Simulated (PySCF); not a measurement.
Delta-SCF ions had no search for a lower state. Excitations are Tamm–Dancoff values on a coarser integration grid. The basis has no diffuse functions, so Rydberg states are missing or too high.

Species: aluminium nitride flake of 2 rings (naphthalene shape) `[NH]1[AlH][NH][Al]2[NH][AlH][NH][AlH][N]2[AlH]1` (charge 0, multiplicity 1).

What is the computed S1 excitation (TDA), vertical ionisation energy (Delta-SCF), T1 excitation (TDA), LUMO and dipole moment (PySCF with CAM-B3LYP-D3(BJ)/def2-SVP // B3LYP-D3(BJ)/def2-SVP)?


* **S1 excitation (TDA)**: 5.71 eV
* **vertical ionisation energy (Delta-SCF)**: 8.80 eV
* **T1 excitation (TDA)**: 5.40 eV
* **LUMO**: 0.59 eV
* **dipole moment**: 1.39 D
